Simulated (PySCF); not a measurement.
## Atomic charges by several schemes

C8H8SSi.
Geometry (GFN2-xTB, Å), atoms numbered from 1 in this order:
```xyz
18
C8H8SSi angstrom
C     -2.5949    0.3766   -1.2745
C     -3.1192    0.1201   -0.0649
Si    -1.7331   -0.2054    1.1636
C     -0.4768    0.0723   -0.2362
C      0.9382   -0.0002   -0.1243
C      1.6714   -0.2896    0.9995
C      3.0609   -0.2846    0.7832
C      3.3894    0.0085   -0.5028
S      2.0057    0.2851   -1.4817
C     -1.1549    0.3507   -1.3748
H     -3.1855    0.5966   -2.1534
H     -4.1809    0.1162    0.1135
H     -1.6275    0.7961    2.2252
H     -1.6949   -1.5742    1.6798
H      1.2108   -0.4992    1.9487
H      3.7864   -0.4899    1.5503
H      4.3644    0.0808   -0.9421
H     -0.6682    0.5464   -2.3208
```

Density: PBE0/pcSseg-1 (PySCF); schemes: Mulliken, IAO, Hirshfeld and ESP-fitted. One conformer (not necessarily the lowest) at the GFN2-xTB geometry, without solvent, vibrations or thermal averaging.

Question: Give the atomic charges in each scheme.

Answer: In e:

```json
{"atom": "C1", "environment": "alkene CH carbon", "Mulliken": "-0.049", "IAO": "-0.125", "Hirshfeld": "-0.040", "ESP-fitted": "-0.167"}
{"atom": "C2", "environment": "alkene CH carbon", "Mulliken": "-0.393", "IAO": "-0.442", "Hirshfeld": "-0.152", "ESP-fitted": "-0.387"}
{"atom": "Si3", "environment": "SiH2 silicon", "Mulliken": "+0.746", "IAO": "+0.738", "Hirshfeld": "+0.336", "ESP-fitted": "+0.507"}
{"atom": "C4", "environment": "fully substituted alkene carbon", "Mulliken": "-0.295", "IAO": "-0.258", "Hirshfeld": "-0.099", "ESP-fitted": "-0.207"}
{"atom": "C5", "environment": "substituted aromatic carbon", "Mulliken": "-0.288", "IAO": "-0.129", "Hirshfeld": "-0.034", "ESP-fitted": "-0.065"}
{"atom": "C6", "environment": "aromatic CH carbon", "Mulliken": "-0.060", "IAO": "-0.184", "Hirshfeld": "-0.072", "ESP-fitted": "+0.031"}
{"atom": "C7", "environment": "aromatic CH carbon", "Mulliken": "-0.024", "IAO": "-0.182", "Hirshfeld": "-0.074", "ESP-fitted": "-0.362"}
{"atom": "C8", "environment": "aromatic CH next to a ring sulfur", "Mulliken": "-0.260", "IAO": "-0.310", "Hirshfeld": "-0.080", "ESP-fitted": "-0.146"}
{"atom": "S9", "environment": "thiophene-type sulfur", "Mulliken": "+0.286", "IAO": "+0.309", "Hirshfeld": "+0.104", "ESP-fitted": "+0.004"}
{"atom": "C10", "environment": "alkene CH carbon", "Mulliken": "-0.122", "IAO": "-0.158", "Hirshfeld": "-0.056", "ESP-fitted": "+0.002"}
{"atom": "H11", "environment": "vinylic hydrogen", "Mulliken": "+0.091", "IAO": "+0.153", "Hirshfeld": "+0.052", "ESP-fitted": "+0.157"}
{"atom": "H12", "environment": "vinylic hydrogen", "Mulliken": "+0.106", "IAO": "+0.157", "Hirshfeld": "+0.041", "ESP-fitted": "+0.172"}
{"atom": "H13", "environment": "Si–H hydrogen", "Mulliken": "-0.064", "IAO": "-0.105", "Hirshfeld": "-0.066", "ESP-fitted": "-0.089"}
{"atom": "H14", "environment": "Si–H hydrogen", "Mulliken": "-0.064", "IAO": "-0.105", "Hirshfeld": "-0.066", "ESP-fitted": "-0.089"}
{"atom": "H15", "environment": "aromatic hydrogen", "Mulliken": "+0.089", "IAO": "+0.155", "Hirshfeld": "+0.052", "ESP-fitted": "+0.109"}
{"atom": "H16", "environment": "aromatic hydrogen", "Mulliken": "+0.087", "IAO": "+0.164", "Hirshfeld": "+0.056", "ESP-fitted": "+0.209"}
{"atom": "H17", "environment": "aromatic hydrogen", "Mulliken": "+0.123", "IAO": "+0.175", "Hirshfeld": "+0.056", "ESP-fitted": "+0.198"}
{"atom": "H18", "environment": "vinylic hydrogen", "Mulliken": "+0.093", "IAO": "+0.147", "Hirshfeld": "+0.041", "ESP-fitted": "+0.124"}
```

Mean size of the charges over all atoms: IAO 0.222 e, Mulliken 0.180 e, ESP-fitted 0.168 e, Hirshfeld 0.082 e. Each set sums to the total charge, 0, to within 0.001 e. The Mulliken scheme gives each basis function's population to the atom it is centred on and halves the overlap population of two atoms between them.

Lowest charge. All schemes agree: Mulliken C2 (-0.393); IAO C2 (-0.442); Hirshfeld C2 (-0.152); ESP-fitted C2 (-0.387).

Highest charge. All schemes agree: Mulliken Si3 (+0.746); IAO Si3 (+0.738); Hirshfeld Si3 (+0.336); ESP-fitted Si3 (+0.507).

Question: How closely do the schemes follow one another over all atoms?

Answer: Correlation coefficient and root-mean-square difference: IAO with Hirshfeld 0.98, 0.165 e; Mulliken with IAO 0.96, 0.076 e; Mulliken with Hirshfeld 0.95, 0.152 e; IAO with ESP-fitted 0.88, 0.128 e; Hirshfeld with ESP-fitted 0.87, 0.131 e; Mulliken with ESP-fitted 0.81, 0.147 e.

Question: Sum the charges by element, for elements with more than one atom.

Answer: 
| element | atoms | Mulliken | IAO | Hirshfeld | ESP-fitted |
| --- | --- | --- | --- | --- | --- |
| C | 8 | -1.492 | -1.788 | -0.605 | -1.300 |
| H | 8 | +0.461 | +0.741 | +0.166 | +0.789 |

Question: How many electrons does the Mulliken scheme count on Si3?

Answer: Z − q = 14 − (+0.746) = 13.254.
